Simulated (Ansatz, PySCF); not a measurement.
Spin states of F4Re (SMILES [F][Re]([F])([F])[F]), each relaxed with B3LYP-D3(BJ)/def2-TZVP.
State 1 (charge 0, multiplicity 4):
```xyz
5

Re    -0.01070     0.00586    -0.01151
F      0.94424    -0.63967    -1.47817
F     -0.96537     0.65168     1.45520
F      0.07095     1.73072    -0.71718
F     -0.09290    -1.71885     0.69444
```
State 2 (charge 0, multiplicity 2):
```tsv
atom	x (Å)	y (Å)	z (Å)
Re	-0.0107	0.0060	-0.0114
F	0.9294	-0.6703	-1.4424
F	-0.9509	0.6822	1.4195
F	0.0488	1.7220	-0.6750
F	-0.0702	-1.7101	0.6521
```

Singlets are restricted, other states unrestricted; no spin–orbit coupling, no relativity up to Kr; see below for the cores. The largest T1 diagnostic is 0.046.

The values were computed with Ansatz (a program for electronic structure); PySCF for the dispersion terms. Values without a source in brackets are computed. In def2 rows elements past Kr take small-core potentials, without spin–orbit coupling.

Question: Give the energy of the multiplicity-2 state less that of the multiplicity-4 state at the level BLYP-D4/def2-TZVPP.

Answer: 1 kJ/mol

Question: What is the computed energy of the multiplicity-2 state less that of the multiplicity-4 state (PBE-D4/def2-TZVPP)?

Answer: 15 kJ/mol

Question: What is the computed energy of the multiplicity-2 state less that of the multiplicity-4 state (CAM-B3LYP-D3(BJ)/def2-TZVPP)?

Answer: 22 kJ/mol

Doubts at one or more of the structures used: a spin-contaminated determinant (PBE-D4/def2-TZVPP, BLYP-D4/def2-TZVPP, CAM-B3LYP-D3(BJ)/def2-TZVPP).
